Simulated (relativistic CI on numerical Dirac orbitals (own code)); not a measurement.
## Sensitivity of the levels of Pt²³⁺ to α and to the nuclear radius

These numbers are calculated, not measured: Dirac-Coulomb-Breit CI, separate exchange-only KLI orbitals for each configuration, derivatives by finite differences, unscaled Slater integrals, QED left out (own radial code, finite nucleus).

CI space (outside the closed core [Ar] 3d10 4p6 4d10): 4s²4f⁹, 4s4f¹⁰, 4f¹¹. Levels of other configurations are missing.

With x = (α/α₀)² − 1 an excitation energy changes as ω = ω₀ + qx; K = 2q/ω₀ is the relative enhancement. Terms are leading LS components, so labels can repeat. The field-shift factor is F = δν/δ⟨r²⟩ for the transition from the lowest level.

Lowest level 4s²4f⁹ ⁶H°15/2.

```
         Level  ω₀ (cm⁻¹)  q (cm⁻¹)  F (GHz/fm²)
4s²4f⁹ ⁶H°13/2    20191.6     23750          1.3
4s²4f⁹ ⁶F°11/2    23283.1      8004        0.619
 4s²4f⁹ ⁴F°9/2    24840.0      -924         0.23
4s²4f⁹ ⁶H°11/2    32199.4     28320         1.64
 4s²4f⁹ ⁶H°9/2    36801.1     30200         1.77
 4s²4f⁹ ⁶F°7/2    40463.7     25260         1.59
 4s²4f⁹ ⁶H°7/2    42687.8     30380         1.84
 4s²4f⁹ ⁶F°3/2    43390.8      4339        0.676
 4s²4f⁹ ⁶H°5/2    46423.6     31500         1.93
4s²4f⁹ ²K°15/2    47479.9      4223        0.746
 4s²4f⁹ ⁶F°5/2    48619.9     33030         2.03
 4s²4f⁹ ⁶F°1/2    51537.6     28140         1.84
4s²4f⁹ ⁴K°17/2    60075.9     11770         1.26
```

At this charge energies of transitions that change n are usually good to better than 1 %, and those within a shell (Δn = 0) to a few per cent. Terms inside the open d or f shell come out 10 to 20 % too wide with unscaled integrals.

Which transition from the lowest level has the largest |K|?

4s²4f⁹ ⁶H°13/2 at 20191.6 cm⁻¹, K = 2.35.
